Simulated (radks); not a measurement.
Values are calculated unless marked as measured or tabulated.
Gd28+, configuration [Kr] (the NIST ground configuration). Level of theory: non-relativistic Kohn-Sham, PBE, spin-polarised, spherical densities, point nucleus; relativity is left out, which matters for an element this heavy (a radial shooting solver on a logarithmic mesh with Libxc functionals).

Normalised radial functions P(r) = r R(r), r in bohr:

| r | 3p | 3d |
|---|---|---|
| 0.002645 | 0.0185 | 0.0002 |
| 0.003821 | 0.0373 | 0.0005 |
| 0.005477 | 0.0726 | 0.0016 |
| 0.007914 | 0.1400 | 0.0045 |
| 0.01143 | 0.2607 | 0.0125 |
| 0.01639 | 0.4553 | 0.0332 |
| 0.02368 | 0.7455 | 0.0864 |
| 0.03394 | 1.0771 | 0.2070 |
| 0.04904 | 1.2956 | 0.4642 |
| 0.07085 | 1.0644 | 0.9235 |
| 0.1016 | 0.1233 | 1.5449 |
| 0.1467 | -1.3167 | 2.1022 |
| 0.2103 | -2.2083 | 2.1373 |
| 0.3039 | -1.8015 | 1.4683 |
| 0.4391 | -0.7319 | 0.5881 |
| 0.6293 | -0.1312 | 0.1162 |
| 0.9093 | -0.0070 | 0.0076 |
| 1.314 | -0.0001 | 0.0001 |

3p: eigenvalue -2424.1 eV, 1 radial node at r = 0.105 bohr, <r> = 0.247 bohr, 90 % of the charge inside 0.368 bohr. 3d: eigenvalue -2130.4 eV, 0 radial nodes, <r> = 0.219 bohr, 90 % of the charge inside 0.338 bohr.
